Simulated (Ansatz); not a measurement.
Basis-set extrapolation for `Cc1cccc(C(=O)O)c1` (PBE0-D4/def2-TZVP geometry, frozen core, the Gaussian-basis code of Ansatz). Multiplicity 1, RHF reference.

```
                      def2-TZVPP   def2-QZVPP
                 HF  -457.539553  -457.558855
    MP2 correlation    -1.729366    -1.847296
CCSD(T) correlation    -1.843448      not run
```

Energies in hartree. Use E(X) = E(∞) + A·exp(−7.88·√X) for Hartree–Fock and E(X) = E(∞) + B·X^(−2.97) for correlation, with X = 3 and 4, and add CCSD(T) minus MP2 of the smaller set to the MP2 limit.

Problem. What is the CCSD(T) energy at the basis-set limit?

Solution. HF limit: -457.558855 + (-0.019302) × 0.13774 = -457.56151. MP2 limit: -1.847296 + (-0.117930) × 0.74074 = -1.93465. Higher-order term: -1.843448 − (-1.729366) = -0.11408. Total: -459.61024 hartree, 596.6 kJ/mol below CCSD(T)/def2-TZVPP.
